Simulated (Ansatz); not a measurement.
Steps of a relaxation of C4H8BN, SMILES `BCC=C=NC` with RKS PBE0-D4/def2-TZVP.

```sh
$ ansatz run in.yaml --threads 4 --pin off --events-out ev --progress --plain --max-ram 10444MiB
```

```yaml
crystal:
  periodic: [false, false, false]
  atoms:
    - {symbol: B, position_ang: [-2.909131, 0.719308, -0.519035]}
    - {symbol: C, position_ang: [-1.418819, 0.717795, -0.099886]}
    - {symbol: C, position_ang: [-0.591214, -0.535340, -0.163080]}
    - {symbol: C, position_ang: [0.731676, -0.554578, -0.301007]}
    - {symbol: N, position_ang: [1.935634, -0.560908, -0.557996]}
    - {symbol: C, position_ang: [3.008418, -0.575321, 0.419567]}
    - {symbol: H, position_ang: [-3.495408, 1.779772, -0.642001]}
    - {symbol: H, position_ang: [-3.538607, -0.323006, -0.582709]}
    - {symbol: H, position_ang: [-0.848669, 1.630926, -0.363646]}
    - {symbol: H, position_ang: [-1.739558, 0.922143, 0.979852]}
    - {symbol: H, position_ang: [-1.107895, -1.509777, -0.119453]}
    - {symbol: H, position_ang: [2.659219, -0.572070, 1.476387]}
    - {symbol: H, position_ang: [3.638527, -1.473284, 0.250384]}
    - {symbol: H, position_ang: [3.662928, 0.305239, 0.251523]}
basis:
  gaussian: {orbitals: def2-TZVP}
hamiltonian: {xc: pbe0, dispersion: d4}
relax: {f_tol: 0.005, max_steps: 150}
```

Positions (Å) and forces (eV/Å) along the path, 11 of 20 steps:

```xyz
14
step=1 energy=-6436.8986 eV
B    -2.909    0.719   -0.519   -0.124   -0.058   -0.092
C    -1.419    0.718   -0.100    0.008    0.354    0.324
C    -0.591   -0.535   -0.163    0.620   -0.294   -0.117
C     0.732   -0.555   -0.301    0.324    0.073   -0.049
N     1.936   -0.561   -0.558   -1.223    0.003    0.295
C     3.008   -0.575    0.420    0.288   -0.015    0.327
H    -3.495    1.780   -0.642    0.243   -0.413    0.054
H    -3.539   -0.323   -0.583    0.243    0.400    0.026
H    -0.849    1.631   -0.364   -0.264   -0.479    0.088
H    -1.740    0.922    0.980    0.211   -0.101   -0.383
H    -1.108   -1.510   -0.119    0.329    0.521   -0.015
H     2.659   -0.572    1.476    0.122    0.000   -0.569
H     3.639   -1.473    0.250   -0.379    0.439    0.057
H     3.663    0.305    0.252   -0.397   -0.428    0.054
14
step=5 energy=-6436.9846 eV rejected
B    -2.862    0.689   -0.521    0.118    0.253   -0.023
C    -1.399    0.728   -0.024   -0.160   -0.177    0.050
C    -0.580   -0.524   -0.146   -0.112    0.092    0.227
C     0.717   -0.538   -0.316    0.020   -0.001   -0.006
N     1.899   -0.545   -0.588    0.061    0.005   -0.094
C     2.953   -0.571    0.403   -0.045    0.017    0.018
H    -3.446    1.721   -0.685   -0.038   -0.024    0.010
H    -3.446   -0.342   -0.642   -0.077   -0.148   -0.021
H    -0.847    1.609   -0.344    0.078    0.157   -0.077
H    -1.652    0.961    1.045    0.115   -0.127   -0.091
H    -1.083   -1.483   -0.080   -0.009   -0.034   -0.021
H     2.577   -0.574    1.430   -0.018   -0.004    0.054
H     3.565   -1.458    0.241    0.032   -0.046   -0.017
H     3.593    0.298    0.255    0.035    0.036   -0.008
14
step=6 energy=-6436.9891 eV
B    -2.862    0.701   -0.527   -0.003    0.026    0.014
C    -1.398    0.720   -0.040   -0.039   -0.012    0.058
C    -0.581   -0.531   -0.135   -0.008   -0.001    0.037
C     0.717   -0.542   -0.311   -0.021    0.000   -0.023
N     1.899   -0.545   -0.587    0.029   -0.009   -0.039
C     2.953   -0.567    0.404   -0.015    0.007    0.018
H    -3.446    1.735   -0.675   -0.009    0.003   -0.013
H    -3.461   -0.330   -0.633   -0.012   -0.029   -0.031
H    -0.837    1.604   -0.349    0.021    0.038   -0.018
H    -1.654    0.937    1.029    0.041   -0.011   -0.017
H    -1.082   -1.491   -0.075   -0.006   -0.010    0.002
H     2.577   -0.574    1.432   -0.006    0.000    0.018
H     3.570   -1.451    0.238    0.015   -0.016   -0.004
H     3.590    0.307    0.257    0.013    0.015   -0.003
14
step=7 energy=-6436.9910 eV
B    -2.857    0.697   -0.528   -0.009    0.006   -0.041
C    -1.400    0.729   -0.011    0.068    0.012    0.167
C    -0.586   -0.528   -0.116   -0.061    0.002    0.011
C     0.708   -0.546   -0.310    0.089   -0.016   -0.033
N     1.889   -0.556   -0.596   -0.015   -0.011    0.011
C     2.944   -0.569    0.398   -0.015    0.015   -0.003
H    -3.463    1.719   -0.662   -0.003    0.032    0.016
H    -3.423   -0.340   -0.725   -0.015   -0.029    0.008
H    -0.845    1.606   -0.358   -0.030   -0.039    0.026
H    -1.597    0.958    1.066   -0.021    0.015   -0.147
H    -1.092   -1.486   -0.037    0.020    0.014   -0.007
H     2.567   -0.577    1.425    0.001    0.000   -0.001
H     3.570   -1.448    0.234   -0.010    0.004   -0.005
H     3.574    0.311    0.250    0.000   -0.005    0.001
14
step=8 energy=-6436.9922 eV
B    -2.856    0.697   -0.533   -0.023   -0.017    0.009
C    -1.400    0.726   -0.008    0.019   -0.010    0.019
C    -0.584   -0.530   -0.113   -0.027    0.023    0.021
C     0.710   -0.546   -0.311    0.018   -0.006   -0.023
N     1.891   -0.553   -0.598   -0.003   -0.001    0.005
C     2.945   -0.568    0.397   -0.009    0.003   -0.006
H    -3.456    1.725   -0.670    0.009   -0.005    0.000
H    -3.430   -0.340   -0.712    0.013    0.024   -0.007
H    -0.843    1.603   -0.349    0.000    0.001    0.003
H    -1.613    0.959    1.061   -0.010   -0.005   -0.029
H    -1.088   -1.488   -0.041    0.002   -0.007    0.004
H     2.566   -0.576    1.423   -0.002    0.001    0.007
H     3.568   -1.448    0.233    0.005   -0.006   -0.001
H     3.576    0.310    0.250    0.006    0.006   -0.002
14
step=9 energy=-6436.9925 eV
B    -2.854    0.701   -0.539    0.021   -0.017   -0.026
C    -1.403    0.717   -0.001   -0.014    0.067   -0.011
C    -0.585   -0.534   -0.099    0.027   -0.045   -0.016
C     0.707   -0.551   -0.309    0.006    0.016    0.035
N     1.888   -0.559   -0.599   -0.008   -0.009   -0.015
C     2.946   -0.565    0.391   -0.013    0.000    0.013
H    -3.444    1.736   -0.664   -0.006   -0.001    0.005
H    -3.428   -0.328   -0.748   -0.022   -0.015   -0.002
H    -0.845    1.597   -0.338    0.007   -0.013    0.035
H    -1.633    0.951    1.064    0.021    0.006    0.001
H    -1.083   -1.495   -0.016   -0.005    0.004    0.002
H     2.573   -0.566    1.420   -0.006    0.002   -0.005
H     3.570   -1.447    0.232   -0.005    0.008   -0.009
H     3.577    0.313    0.236   -0.002   -0.005   -0.008
14
step=11 energy=-6436.9931 eV
B    -2.847    0.700   -0.548    0.013    0.016   -0.025
C    -1.402    0.720    0.012   -0.018   -0.014   -0.016
C    -0.588   -0.536   -0.087    0.012    0.001    0.002
C     0.703   -0.555   -0.304   -0.016    0.000    0.013
N     1.881   -0.565   -0.602    0.000    0.010   -0.008
C     2.943   -0.563    0.385    0.003   -0.006   -0.006
H    -3.441    1.732   -0.673   -0.002   -0.009    0.006
H    -3.415   -0.330   -0.780    0.015    0.015    0.013
H    -0.837    1.598   -0.314   -0.005   -0.003   -0.010
H    -1.632    0.952    1.076   -0.007   -0.014    0.019
H    -1.089   -1.495    0.000   -0.002    0.004    0.007
H     2.571   -0.558    1.415    0.005    0.000   -0.004
H     3.567   -1.445    0.228    0.001    0.001    0.006
H     3.572    0.314    0.220   -0.002   -0.002    0.002
14
step=15 energy=-6436.9941 eV
B    -2.825    0.710   -0.589    0.015   -0.001    0.004
C    -1.412    0.713    0.050   -0.015    0.011    0.005
C    -0.595   -0.542   -0.037   -0.012   -0.001   -0.001
C     0.691   -0.562   -0.281    0.017   -0.008   -0.003
N     1.863   -0.578   -0.606   -0.014    0.010    0.019
C     2.944   -0.557    0.359    0.001    0.001   -0.006
H    -3.411    1.745   -0.724    0.003   -0.003    0.000
H    -3.381   -0.314   -0.871    0.003    0.004    0.002
H    -0.831    1.597   -0.227   -0.006   -0.009    0.002
H    -1.695    0.917    1.108    0.007   -0.006   -0.016
H    -1.092   -1.500    0.078    0.005    0.005    0.000
H     2.595   -0.528    1.396    0.002    0.000   -0.007
H     3.563   -1.444    0.210   -0.002    0.002    0.001
H     3.572    0.314    0.162   -0.005   -0.006    0.000
14
step=16 energy=-6436.9941 eV
B    -2.822    0.711   -0.593    0.009    0.001    0.004
C    -1.414    0.711    0.054   -0.007    0.005   -0.001
C    -0.596   -0.544   -0.032   -0.002    0.008    0.006
C     0.689   -0.563   -0.278    0.004   -0.006    0.001
N     1.860   -0.578   -0.605    0.003    0.002    0.009
C     2.944   -0.556    0.356   -0.003    0.003   -0.009
H    -3.406    1.748   -0.732    0.002   -0.002    0.000
H    -3.377   -0.312   -0.878   -0.001    0.000   -0.001
H    -0.829    1.595   -0.218   -0.004   -0.006    0.000
H    -1.701    0.913    1.111    0.004   -0.005   -0.007
H    -1.092   -1.502    0.086   -0.004    0.000   -0.003
H     2.598   -0.526    1.394    0.000    0.000    0.000
H     3.563   -1.443    0.206   -0.001   -0.001   -0.001
H     3.571    0.315    0.157    0.000    0.000    0.000
14
step=18 energy=-6436.9941 eV
B    -2.820    0.712   -0.596   -0.006   -0.002    0.017
C    -1.414    0.711    0.056    0.002    0.001   -0.002
C    -0.598   -0.544   -0.028    0.002    0.002   -0.006
C     0.688   -0.564   -0.275    0.000   -0.006    0.001
N     1.858   -0.578   -0.604    0.004    0.003    0.004
C     2.945   -0.555    0.355   -0.003   -0.001   -0.005
H    -3.403    1.749   -0.735    0.002    0.001   -0.005
H    -3.376   -0.310   -0.882    0.001   -0.001   -0.006
H    -0.829    1.594   -0.213    0.000    0.000    0.001
H    -1.705    0.911    1.112   -0.001    0.001   -0.002
H    -1.094   -1.502    0.089   -0.002    0.000    0.002
H     2.601   -0.524    1.394    0.000    0.000    0.002
H     3.563   -1.442    0.204    0.001   -0.001    0.000
H     3.571    0.316    0.153    0.001    0.001    0.000
14
step=20 energy=-6436.9942 eV
B    -2.821    0.711   -0.596    0.000    0.001    0.004
C    -1.415    0.711    0.056    0.002    0.001    0.003
C    -0.598   -0.545   -0.028    0.000   -0.001   -0.002
C     0.688   -0.564   -0.275    0.001    0.000    0.001
N     1.858   -0.578   -0.603   -0.001    0.001    0.001
C     2.945   -0.555    0.355   -0.001    0.001    0.000
H    -3.403    1.749   -0.735    0.000    0.000   -0.001
H    -3.376   -0.310   -0.883    0.000   -0.001   -0.002
H    -0.829    1.594   -0.214    0.001    0.000   -0.003
H    -1.704    0.912    1.112   -0.002   -0.001   -0.001
H    -1.095   -1.502    0.089    0.000    0.000    0.000
H     2.602   -0.525    1.394    0.000    0.000    0.000
H     3.563   -1.442    0.203    0.001    0.000    0.000
H     3.571    0.316    0.153    0.000    0.000   -0.001
```

It took 70 s on 4 threads of an Arm Neoverse V2 on a shared host, with 0.64 GiB of host memory at the peak.
